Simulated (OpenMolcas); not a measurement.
**Pd I: effect of the active space**

```yaml
Program: OpenMolcas 26.06
Method: CASSCF
Basis: ANO-RCC-VQZP
Scalar_Hamiltonian: DKH2, point nucleus
Spin-orbit_coupling: RASSI with atomic mean-field integrals over the reference wave functions, term energies averaged over their components
```

A. 10 electrons in 6 orbitals (4d 5s); 2S+1 = 1 even, 20 roots; 2S+1 = 3 even, 15 roots kept (CI in the orbitals of an earlier block); cost about 19 core-seconds
B. 10 electrons in 11 orbitals (4d 5s 5d); 2S+1 = 1 even, 6 roots; 2S+1 = 3 even, 5 roots kept (CI in the orbitals of an earlier block); cost of the order of 24 core-minutes

Energies in cm-1 above 4d10 1S0, the measured ground level; measured values from NIST Handbook of Basic Atomic Spectroscopic Data.

```tsv
Level	A	B	Measured
4d9 5s 3D3	-27357	3625	6564
4d9 5s 3D2	-26000	4947	7755
4d9 5s 3D1	-23789	7184	10094
4d9 5s 1D2	-21440	9277	11722
4d10 1S0	0.0	0.0	0.0
```

A puts 4d9 5s 3D3 lowest.

Deviations, from unrounded energies. A percentage is the sum of absolute deviations over the sum of measured energies, with the sign that they share, or ± where signs differ.

| Against measurement | Levels | A | B |
| --- | --- | --- | --- |
| mean absolute deviation (cm-1) | 4 | 34000 | 2800 |
| other configurations (%) | 4 | -372.8 | -30.7 |

B lies closest to measurement on these levels. The largest miss of B in the table is 4d9 5s 3D3, by -2900 cm-1. The ranking rests on the paired levels alone, and a cruder setting can come out closer through cancelling errors.

Between A and B the level of the table that moves most is 4d9 5s 3D3, by 31000 cm-1 (lowest in A, highest in B).

Without dynamic correlation excited terms often stand tens of per cent too high (terms of higher spin than the ground term too low), and those without a measured partner can miss by more than the paired ones. Terms from blocks run as CI alone lack orbitals of their own. The lowest computed level is not the ground level that NIST lists (1S0) (holds for A). A single d shell beside an s shell can misplace configurations of different d count against each other (holds for A). Active for correlation alone: 5d; no level in the range computed is led by a configuration that fills it, so any true level of that kind is missing (holds for B). Computed and measured levels are paired by configuration, term and J; levels that our copy of the source lacks, or whose pairing is in doubt (as where it misses far off the trend of its configuration), stay unpaired and out of the deviations. Where the source uses jj or jK labels, the order within each J decides. Levels of configurations outside the active space are missing. Levels that lie high or do not pair safely by name in every column are left out.
